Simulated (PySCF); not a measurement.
Species: C2H9PSi2.
SMILES: `P1[SiH2]CC[SiH2]1`

Jobs on this species (14 atoms, 64 electrons) with PySCF (density fitting). Hardware of each: one thread, Arm Neoverse V2, shared host. The host was shared with other jobs, so the times are rough.

| level and settings | work | basis functions | SCF cycles | wall time |
| --- | --- | --- | --- | --- |
| PBE/pcSseg-2 | shieldings, ring-centre shieldings | 327 | ? | ? |
| B3LYP/def2-SVPD | 10 singlets by full TDDFT, 4 Tamm–Dancoff triplets, polarisability, ΔSCF ions | 184 | 12 | 96 s |
| delta-SCF UKS SCAN, pcX-2 on the ionised atom, pcseg-1 elsewhere, spin-free X2C | ΔSCF core ionisation, 5 holes | 169 | 70 | 32 s |
| PBE0-D3(BJ)/def2-SVP, grid level 1 | geometry optimisation from a GFN2-xTB start | 127 | 60 | 54 s |
| PBE0/pcSseg-1 | shieldings, ring-centre shieldings, charges and field gradients | 151 | 11 | 13 s |

**Question.** Fill in the missing figures.

**Answer.** 
- PBE/pcSseg-2; shieldings, ring-centre shieldings: 67 s, 14 SCF cycles

**Question.** What do all jobs in the table cost together?

**Answer.** About 4.4 min; the longest takes about 37 % of that, and about 7.4 times as long as the shortest.
